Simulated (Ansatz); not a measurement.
Frontier orbitals of F$_{2}$H$_{5}$NSi$_{2}$ (`N[Si](F)(F)[SiH3]`).

Charge 0, multiplicity 1. The geometry is a stationary point of PBE0-D4/def2-TZVP. It is one conformer, not always the lowest. Basis def2-TZVPP, Ansatz 0.2.0.

| functional | HOMO (eV) | LUMO (eV) | gap (eV) |
| --- | --- | --- | --- |
| PBE | -6.75 | -0.95 | 5.80 |
| PBE0 | -8.20 | -0.10 | 8.10 |
| LC-ωPBE | -11.00 | 2.12 | 13.12 |
| ωB97X-V | -10.64 | 1.99 | 12.63 |
| ωB97M-V | -10.48 | 1.67 | 12.15 |

From PBE to PBE0 the HOMO moves by −1.46 eV and the LUMO by +0.85 eV, and with ωB97M-V by −3.74 and +2.62 eV, so the gap grows from 5.80 to 12.16 eV with exact exchange. A positive LUMO is unbound and depends on the basis.

LC-ωPBE has ω = 0.4 bohr⁻¹.
